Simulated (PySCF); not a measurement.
## Structure from 2D NMR

Compound of formula C5H6N4. Correlations simulated from computed shifts and the bond graph:

HSQC (one-bond C–H):
```csv
δH,δC
4.07,34.8
2.57,10.5
```

HMBC (two and three bonds, from the bond graph):
```csv
δH,δC
4.07,149.7
2.57,"149.7, 126.3"
```

Carbons without hydrogens: δ 149.7, 126.3, 117.7.

PySCF 2.14 calculation with GIAO PBE0/pcSseg-1 shieldings and geometry: GFN2-xTB; relativity neglected, in vacuum, averaged over atoms made equivalent by symmetry, fast rotation or ring inversion, one conformer.

Scale: ¹H and ¹³C against TMS (reference shieldings calculated alike).

Exchangeable hydrogens are left out of these lists.

Task: Which molecule is this?

Result: `CN1C(C)=C(C#N)N=N1`.

Structure with atom numbers: `[CH3:1][c:2]1[c:3]([C:4]#[N:5])[n:6][n:7][n:8]1[CH3:9]` (H(Xn): hydrogen on atom n).

1. δC 149.7 is C2, a substituted aromatic carbon next to a ring nitrogen.
2. δC 126.3 is C3, a substituted aromatic carbon next to a ring nitrogen.
3. δC 117.7 is C4, a nitrile carbon.
4. δC 34.8 is C9, a methyl carbon bonded to N (δH 4.07).
5. δC 10.5 is C1, a methyl carbon on an aromatic ring (δH 2.57).
6. HMBC from δH 4.07 reaches the proton-free carbon C2.
7. HMBC from δH 2.57 reaches the proton-free carbons C2, C3.

The data come from this structure; uniqueness wasn't tested.

Shifts are as computed. Against solution values, carbons near 30 ppm lie about +3 ppm off and those near 130 ppm about +5 ppm. Of 1211 compounds with measured shifts, 218 miss one by over three times the rms of a fit or turn the order of signals round; such compounds aren't used in these exercises.
